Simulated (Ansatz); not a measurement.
Total energies of `O[SiH]([SiH3])Cl`.

Cartesian coordinates in Å:
```
O -0.2659 1.1922 -1.4955
Si -0.7098 -0.0306 -0.4983
Si 0.9136 -0.1937 1.1724
Cl -0.7791 -1.8212 -1.5297
H -0.8289 1.3964 -2.2448
H -2.0939 0.1680 0.0059
H 0.9878 1.0729 1.9477
H 2.2338 -0.4796 0.5544
H 0.5425 -1.3045 2.0880
```

Total charge 0; spin multiplicity 1. The geometry is a stationary point of PBE0-D4/def2-TZVP. It is one conformer, not always the lowest. Basis def2-TZVPP, Ansatz 0.2.0.

RPA on PBE orbitals: Hartree–Fock energy of these orbitals -1115.25232 Eh, correlation -1.16167 Eh (frozen core).

```json
{"functional": "PBE", "kind": "GGA", "energy without D4 (Eh)": "-1117.00073", "D4 term (kJ/mol)": "-21.0"}
{"functional": "B3LYP", "kind": "global hybrid, 20 %", "energy without D4 (Eh)": "-1117.63904", "D4 term (kJ/mol)": "-34.3"}
```

Problem. Give the same for LDA (SPW92), revPBE, BLYP, r2SCAN, B97M-V, PBE0, r2SCANh, r2SCAN0, HSE06 (plane-wave form), BHLYP, CAM-B3LYP, LC-ωPBE, ωB97X-V, ωB97M-V, B2PLYP, PBE-QIDH. (An estimate is asked.)

Solution. Ansatz gave: 
| functional | kind | energy without D4 (Eh) | D4 term (kJ/mol) |
| --- | --- | --- | --- |
| LDA (SPW92) | LDA | -1113.19534 | – |
| revPBE | GGA | -1117.34290 | -56.1 |
| BLYP | GGA | -1117.54689 | -45.3 |
| r2SCAN | meta-GGA | -1117.45747 | -5.0 |
| B97M-V | meta-GGA with VV10 | -1117.28865 | – |
| PBE0 | global hybrid, 25 % exact exchange | -1117.09954 | -18.0 |
| r2SCANh | meta-GGA hybrid, 10 % | -1117.44869 | -5.4 |
| r2SCAN0 | meta-GGA hybrid, 25 % | -1117.43653 | -6.0 |
| HSE06 (plane-wave form) | screened hybrid | -1117.07489 | -16.9 |
| BHLYP | global hybrid, 50 % | -1117.54296 | -28.7 |
| CAM-B3LYP | range-separated hybrid | -1117.57988 | -18.6 |
| LC-ωPBE | long-range corrected hybrid | -1117.22978 | – |
| ωB97X-V | range-separated hybrid GGA with VV10 | -1117.39400 | – |
| ωB97M-V | range-separated hybrid meta-GGA with VV10 | -1117.48058 | – |
| B2PLYP | double hybrid | -1117.15593 | – |
| PBE-QIDH | double hybrid | -1116.83860 | – |

B3LYP takes the VWN-RPA correlation (the form of Gaussian; ORCA's B3LYP/G). HSE06 is the plane-wave form, built on full-range PBE exchange. The double hybrids freeze the cores in their second-order part.

LC-ωPBE has ω = 0.4 bohr⁻¹.
